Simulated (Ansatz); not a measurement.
Kohn–Sham single points on AlClFGeH₃ (`[F][Al]([Cl])[GeH3]`).

```yaml
crystal:
  periodic: [false, false, false]
  atoms:
    - {symbol: F, position_ang: [1.675943, -0.560116, 1.938881]}
    - {symbol: Al, position_ang: [0.688063, -0.954489, 0.684906]}
    - {symbol: Cl, position_ang: [0.530863, -2.981240, 0.211011]}
    - {symbol: Ge, position_ang: [-0.512913, 0.810056, -0.525033]}
    - {symbol: H, position_ang: [0.481444, 1.816283, -1.127466]}
    - {symbol: H, position_ang: [-1.438471, 1.578245, 0.432850]}
    - {symbol: H, position_ang: [-1.363630, 0.223262, -1.660851]}
basis:
  gaussian: {orbitals: def2-TZVPP}
hamiltonian: {xc: {name: B3LYP}, dispersion: d4}
output: {forces: true, orbitals: {seedname: orbitals}}
```

```sh
$ ansatz run in.yaml --threads 2 --pin off --events-out ev --progress --plain
```

It prints (some lines left out):

```
Functional definition: B3LYP
1328 factors; their error is unknown
mean field evaluation 1: about -78408.6438 eV, gradient 4.6e1 eV
mean field evaluation 2: about -78401.3404 eV, gradient 8.6e1 eV
mean field evaluation 4: about -78411.7206 eV, gradient 2.5e0 eV
mean field evaluation 8: about -78411.7262 eV, gradient 4.5e-2 eV
mean field evaluation 16: about -78411.9792 eV, gradient 1.6e-5 eV
mean field -78411.97922606 eV, -2881.5870870092 hartree, gradient 1.6e-5 eV, S^2 0.000000; 0 other end points of the search recorded, 0 dependent functions left out
reference -78411.97950740 eV, -2881.5870973483 hartree; 37, 37 occupied and 168, 168 virtual orbitals, 1328 factors
Total energy: -78412.22023558 eV, -2881.5959439456 hartree
Atom 0 at     1.675943    -0.560116     1.938881 Å, force     0.087997     0.044051     0.113059 eV/Å
Atom 1 at     0.688063    -0.954489     0.684906 Å, force    -0.054987     0.058515    -0.058931 eV/Å
Atom 2 at     0.530863    -2.981240     0.211011 Å, force    -0.011399    -0.144045    -0.033873 eV/Å
Atom 3 at    -0.512913     0.810056    -0.525033 Å, force     0.000054     0.007777     0.001117 eV/Å
Atom 4 at     0.481444     1.816283    -1.127466 Å, force    -0.002441     0.014863    -0.009119 eV/Å
Atom 5 at    -1.438471     1.578245     0.432850 Å, force    -0.010660     0.013936    -0.002489 eV/Å
Atom 6 at    -1.363630     0.223262    -1.660851 Å, force    -0.008563     0.004903    -0.009763 eV/Å
Dipole moment:    -0.175469     0.190209    -0.186659 e Å
```

It took 7.5 s on 2 threads of a server CPU on a shared host, with 0.61 GiB of host memory at the peak.

With the line `hamiltonian: {xc: r2scan, dispersion: d4}` (abridged; 6 s):

```
Functional definition: r2SCAN
mean field evaluation 16: about -78406.7242 eV, gradient 1.4e-5 eV
mean field -78406.72416593 eV, -2881.3939671116 hartree, gradient 1.4e-5 eV, S^2 0.000000
Total energy: -78406.75845090 eV, -2881.3952270607 hartree
Atom 0 force     0.023111     0.013945     0.030088 eV/Å
Atom 1 force    -0.059421     0.062034    -0.063675 eV/Å
Atom 2 force    -0.000361    -0.028698    -0.004375 eV/Å
Atom 3 force     0.028721    -0.044529     0.028309 eV/Å
Atom 4 force    -0.064048    -0.031571     0.022681 eV/Å
Atom 5 force     0.038898    -0.018742    -0.061142 eV/Å
Atom 6 force     0.033099     0.047561     0.048114 eV/Å
Dipole moment:    -0.166651     0.186496    -0.176424 e Å
```

Changing it to `hamiltonian: {xc: {name: CAM-B3LYP}, dispersion: d4}` and no forces (abridged; 4.8 s):

```
Functional definition: CAM-B3LYP
mean field -78412.82712556 eV, -2881.6182467410 hartree, gradient 4.0e-5 eV, S^2 0.000000
Total energy: -78412.96049084 eV, -2881.6231478246 hartree
```

With the line `hamiltonian: {xc: pbe, dispersion: d4}` (abridged; 3.4 s):

```
Functional definition: PBE
mean field evaluation 16: about -78389.3897 eV, gradient 1.3e-4 eV
mean field -78389.38967483 eV, -2880.7569363131 hartree, gradient 1.8e-5 eV, S^2 0.000000
Total energy: -78389.53680763 eV, -2880.7623433440 hartree
Atom 0 force     0.317017     0.143090     0.404807 eV/Å
Atom 1 force    -0.261389     0.059900    -0.309103 eV/Å
Atom 2 force    -0.025762    -0.249932    -0.066112 eV/Å
Atom 3 force     0.053274    -0.085416     0.052240 eV/Å
Atom 4 force     0.088713     0.102264    -0.058136 eV/Å
Atom 5 force    -0.088782     0.080286     0.086018 eV/Å
Atom 6 force    -0.083071    -0.050192    -0.109714 eV/Å
Dipole moment:    -0.173797     0.190257    -0.184560 e Å
```

The same input with `hamiltonian: {xc: {name: PBE-QIDH}}` and no forces (abridged; 7 s):

```
Functional definition: PBE-QIDH
mean field evaluation 16: about -78370.9074 eV, gradient 5.4e-5 eV
mean field -78370.90742119 eV, -2880.0777260199 hartree, gradient 3.1e-6 eV, S^2 0.000000
20 core orbitals not correlated: weight in the atoms' cores, before any rotation towards them, 1.000 or more for the frozen orbitals, at most 0.000 for the correlated occupied ones
second order -23.60200594 eV of doubles, -0.00000000 eV of singles
Total energy: -78378.77476968 eV, -2880.3668457440 hartree
```

With the line `hamiltonian: {xc: {name: LC-wPBE}, dispersion: d4}` and no forces (abridged; 3.6 s):

```
WARN the engine holds no damping parameters fitted to this dispersion correction and functional, so the run takes those fitted to pbe0 (hamiltonian.dispersion, under Limitations)
Functional definition: LC-wPBE
mean field evaluation 16: about -78395.0614 eV, gradient 6.7e-5 eV
mean field -78395.06144432 eV, -2880.9653699974 hartree, gradient 6.7e-5 eV, S^2 0.000000
Total energy: -78395.18843152 eV, -2880.9700366912 hartree
```

B3LYP takes the VWN-RPA correlation (the form of Gaussian; ORCA's B3LYP/G).

LC-ωPBE has ω = 0.4 bohr⁻¹; the program lends it PBE0's D4 damping.
